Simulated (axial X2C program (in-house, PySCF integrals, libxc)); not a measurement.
Which molecule gave these maps?

PBE0 fields computed with an axial X2C code built on PySCF integrals, with spin–orbit coupling, near the equilibrium distance, one atom at z = 0.

The maps cover the half plane through the axis: z from -2.4 to 4.2 Å along the bond, ρ from 0.15 to 2.25 Å away from it (steps of 0.3 Å, the bottom row nearest the axis).

log10 of the density in e/bohr³:

digits 0 to 9 span -3.84 to 1.37 evenly
```
00011111111111111110000
00111222222222222111100
01122223333222222221110
11122333333333333322111
11223344444444444332211
11223445555444444433221
12233457775555555443221
12233568986555875543321
```

Electron localisation function (collinear form, no current term, damped to 0 at low density):

digits 0 to 9 span 0.00 to 1.00 evenly
```
00123333321100111111000
02344444332111233432100
13454443332223456665310
34544332222344677877531
35543221112356788988752
45432112221367789999864
45321126752375018999874
44311147474370973999975
```

Axial spin density in 10⁻³ e/bohr³:

digits 0 to 9 span -3.63 to 3.63 evenly, values beyond are clipped
```
55555444444444444444444
55555544444333333444444
55555544433322222344444
55555544332200000234444
55555554332000000023444
55566653342000000013444
55667864854000000013444
55678999937100000013444
```

Which molecule is it?
A. YH⁺
B. SeN⁻
C. CuB⁻
D. Mg₂⁺

C. CuB⁻, with Cu at z = 0 and B at z = 1.912 Å, state Ω = 1/2 (⟨Sz⟩ = -0.50, ⟨Lz⟩ = 1.00 at PBE0), basis Cu dyall-acv3z [10s10p7d4f2g], B dyall-av3z [8s7p3d2f] (cores contracted in-house). One determinant describes the state; a PBE0 search over occupations chose it and may have missed a lower one. Density functionals use the spin component along the axis (collinear). Without a current term, density functionals place determinants with orbital angular momentum somewhat too high. The highest occupied level of some functionals is positive through self-interaction error; at Hartree–Fock it is bound.
